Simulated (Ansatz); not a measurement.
Calculated with Ansatz (gas phase, PBE0-D4/def2-TZVP geometries, no zero-point term in ΔE). CCSD(T)/CBS is the MP2 limit (def2-TZVPP, def2-QZVPP) plus CCSD(T) − MP2 in def2-TZVPP, frozen cores. DFT in def2-TZVPP. B3LYP here is the variant with VWN-RPA as its local correlation; programs differ in this. Each species was taken in one conformer, which may not be the lowest.

Consider the redistribution: `NB(O)CF` + `N[SiH](S)Cl` → `NB(N)O` + `FC[SiH](S)Cl`.

Problem. Is it downhill or uphill in electronic energy at CCSD(T)/CBS, and by how much? (Best estimate.)

Solution. Ansatz gave: Uphill: ΔE = +12.5 kJ/mol.

Problem. What do these levels give: r2SCAN-D4, PBE0-D4, B3LYP-D4, ωB97X-V, ωB97M-V, B2PLYP, PBE0, B3LYP, CCSD(T)/def2-TZVPP, HF/def2-QZVPP, MP2/def2-QZVPP, SCS-MP2/def2-QZVPP? (Estimate.)

Solution. Ansatz gave: r2SCAN-D4 11.1, PBE0-D4 9.5, B3LYP-D4 11.4, ωB97X-V 12.2, ωB97M-V 12.4, B2PLYP 12.8, PBE0 9.4, B3LYP 11.1, CCSD(T)/def2-TZVPP 12.9, HF/def2-QZVPP 11.8, MP2/def2-QZVPP 13.3, SCS-MP2/def2-QZVPP 13.2 kJ/mol.

Largest T1 diagnostic among the species: 0.011.
